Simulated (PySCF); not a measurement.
GaFCl₂, SMILES [F][Ga]([Cl])[Cl]. Atoms are numbered in the order given.

```xyz
4

Ga     0.0000     0.0000     0.2522
F      0.0000     0.0000     1.9877
Cl     0.0000     1.8572    -0.7561
Cl     0.0000    -1.8572    -0.7561
```
Charge 0, spin multiplicity 1.

Coordinates come from a PBE0-D3(BJ)/def2-SVP optimisation.

These are PySCF with HF/def2-TZVPD values and carry that method's errors.

Isolated molecule, no solvent.

Computed frontier levels, gap, dipole moment and polarisability:
- highest occupied level = -13.11 eV
- lowest empty level = 0.58 eV
- orbital gap = 13.68 eV
- dipole moment = 0.186 e·Å
- quadrupole, principal values (traceless, Buckingham form, about the centre of nuclear charge) = -6.92, -2.01, 8.93 D·Å
- mean static polarisability = 47.5 bohr³ (7.04 Å³)
- polarisability, principal values = 38.7, 45.6, 58.3 bohr³
